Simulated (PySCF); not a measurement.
## Distorted geometries of [Ce(NO2)]3+

[Ce(NO2)]3+ (singlet). PySCF 2.14.0, RKS TPSS, Ce lcecp-2-SVP with ECP46, O def2-SVP, N def2-SVP; non-relativistic Hamiltonian with scalar-relativistic core potentials where named; density fitting; no spin-orbit coupling. Relaxed geometry:

```xyz
4

Ce    0.0000    0.0000   -0.4375
O     1.0479    0.0000    1.4953
O    -1.0479    0.0000    1.4953
N     0.0000    0.0000    2.2745
```

Problem. Order these distorted geometries by energy above the relaxed one, lowest first.
A.
```xyz
4

Ce    0.0972   -0.1536   -0.3598
O     1.0203    0.0879    1.6099
O    -1.0148    0.0815    1.3884
N    -0.1026   -0.0158    2.1892
```
B.
```xyz
4

Ce    0.0168   -0.0135   -0.4423
O     1.0685    0.0235    1.4760
O    -1.0439   -0.0911    1.5919
N    -0.0414    0.0811    2.2021
```
C.
```xyz
4

Ce   -0.0586    0.0295   -0.5219
O     1.1945   -0.0168    1.6583
O    -1.1301    0.0478    1.3394
N    -0.0058   -0.0605    2.3519
```

Solution. B (0.25 eV), A (0.39 eV), C (0.66 eV).

Problem. Which forces (eV/Å) act in the one that lies 0.66 eV up?

Solution. 
```
Ce  -0.50  0.03  2.57
O   -5.75 -0.16  1.54
O    2.39 -0.15 -1.13
N    3.85  0.28 -2.98
```
Forces carry noise of the integration grid, about 0.01 to 0.03 eV/Å.

No frequency check is given that shows the relaxed geometry to be a minimum.
